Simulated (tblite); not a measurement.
C₄H₂Cl₃FO (charge +1 and doublet state).
Structure used (GFN2-xTB), in Å, numbered top down from 1:
```xyz
11
C4H2Cl3FO angstrom
O      0.3123    2.7436    0.1512
C      0.1847    1.6231    0.0885
C      0.0646    0.2840    0.0178
C      1.2924   -0.5675    0.0146
F      2.4179    0.1647    0.0905
C     -1.3065   -0.3182   -0.0593
Cl    -2.0532    0.3158   -1.5829
Cl    -1.2944   -2.0811   -0.0757
Cl    -2.2363    0.2870    1.3668
H      1.3428   -1.1784   -0.9062
H      1.2810   -1.2703    0.8688
```

Computed geometry: GFN2-xTB, gas phase. This method treats the open shell by occupation alone, without spin polarisation.

Take the most abundant isotopes and a rigid rotor. The values belong to one conformer with, in the numbering `[O:1]=[C+:2][C:3]([CH2:4][F:5])[C:6]([Cl:7])([Cl:8])[Cl:9]`, C2–C3–C4–F5 0°.

Task: What are A, B and C (cm⁻¹)?

Result: Ia = 440.39, Ib = 624.89, Ic = 756.66 u·Å²; 505379 MHz·u·Å²/I gives 1148, 808.8 and 667.9 MHz, that is A = 0.03828, B = 0.02698, C = 0.02228 cm⁻¹.

Task: Classify the top.

Result: An asymmetric top: κ = (2 × 808.8 − 1148 − 667.9)/(1148 − 667.9) = -0.41.

Task: What does the inertial defect say?

Result: Not planar: Δ = Ic − Ia − Ib = -308.62 u·Å². For a rigid frame Δ = −2 Σ m c², so Σ m c² = 154.31 u·Å² lies off the ab plane: 1.59 from hydrogen and 152.72 from heavier atoms. The atom farthest from that plane is 1.53 Å away.

For this open shell read J as N, the rotation without spin; fine and hyperfine splittings come on top. Its lowest GFN2-xTB frequency is 11 cm⁻¹, too small to tell a flat minimum from a shallow saddle. These are rigid-rotor constants of the computed structure; measured ground-state constants (B0) also hold zero-point vibration.
